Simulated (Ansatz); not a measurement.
Start from `O[SiH](O)/C=C\[SiH2]F` and change one atom or group (the configuration at the double bond changes too) to get `O[SiH](O)/C=C/[SiH3]`.

Ansatz, PBE0-D4/def2-TZVP geometries, multiplicity 1. Each molecule was computed in one conformer, which needn't be the lowest.

```json
{"property": "LUMO energy (PBE0/def2-TZVPP) / eV", "`O[SiH](O)/C=C\\[SiH2]F`": "-1.29"}
{"property": "HOMO energy (B3LYP/def2-TZVPP) / eV", "`O[SiH](O)/C=C\\[SiH2]F`": "-7.97"}
{"property": "HOMO energy (PBE0/def2-TZVPP) / eV", "`O[SiH](O)/C=C\\[SiH2]F`": "-8.21"}
{"property": "size of the dipole moment (B3LYP/def2-TZVPP) / D", "`O[SiH](O)/C=C\\[SiH2]F`": "2.21"}
{"property": "HOMO–LUMO gap (B3LYP/def2-TZVPP) / eV", "`O[SiH](O)/C=C\\[SiH2]F`": "6.50"}
{"property": "HOMO–LUMO gap (PBE/def2-TZVPP) / eV", "`O[SiH](O)/C=C\\[SiH2]F`": "4.80"}
```

(1) What does the change do to each property? (Estimate.)

Results:

(1) Computed: 
| property | `O[SiH](O)/C=C/[SiH3]` | shift |
| --- | --- | --- |
| LUMO energy (PBE0/def2-TZVPP) / eV | -0.97 | 0.32 |
| HOMO energy (B3LYP/def2-TZVPP) / eV | -7.78 | 0.19 |
| HOMO energy (PBE0/def2-TZVPP) / eV | -8.01 | 0.20 |
| size of the dipole moment (B3LYP/def2-TZVPP) / D | 2.45 | 0.24 |
| HOMO–LUMO gap (B3LYP/def2-TZVPP) / eV | 6.62 | 0.12 |
| HOMO–LUMO gap (PBE/def2-TZVPP) / eV | 4.89 | 0.09 |

With PBE0 the HOMO rises by 0.20 eV and the LUMO rises by 0.32 eV, so the gap widens by about 0.12 eV. PBE moves the HOMO by 0.19 eV and ωB97M-V by 0.20 eV. Dipoles are sizes alone; their direction can turn.

B3LYP here is the variant with VWN-RPA as its local correlation; programs differ in this.
